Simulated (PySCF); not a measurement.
# Finite-field polarisability of S (sulfur, neutral)

[Ne] 3s2 3p4, high-spin 3P determinant. All numbers are calculated (PySCF 2.14, scalar relativity by spin-free X2C-1e, in dyall-acv3z (19s12p6d4f, 113 functions)). Frozen: [Ne]. Energy changes in a uniform field (μhartree):

```
axis  F (au)        HF       MP2      CCSD   CCSD(T)
   x  0.0034  -102.732  -104.224  -103.655  -104.158
   x  0.0068  -411.048  -417.036  -414.762  -416.781
   y  0.0031  -101.805  -104.811  -104.283  -105.176
   y  0.0062  -407.504  -419.575  -417.453  -421.041
```

By symmetry the remaining axis equals x.

**Question.** Derive α along x at CCSD(T) from the two fields.

**Answer.** With ΔE = −αF²/2 − γF⁴/24, α = −(16 ΔE(F) − ΔE(2F))/(6F²) = 18.02 bohr³.

**Question.** And the mean polarisability at each level?

**Answer.** The components xx, yy, zz at CCSD(T) are 18.02, 21.88, 18.02, the third axis being equal by symmetry to one of the two computed. Means: HF 18.91, MP2 19.29, CCSD 19.19, CCSD(T) 19.31 bohr³. Reference: 19.4 ± 0.1 bohr³ (recommended; Schwerdtfeger and Nagle, table of static dipole polarizabilities (2023 update)).
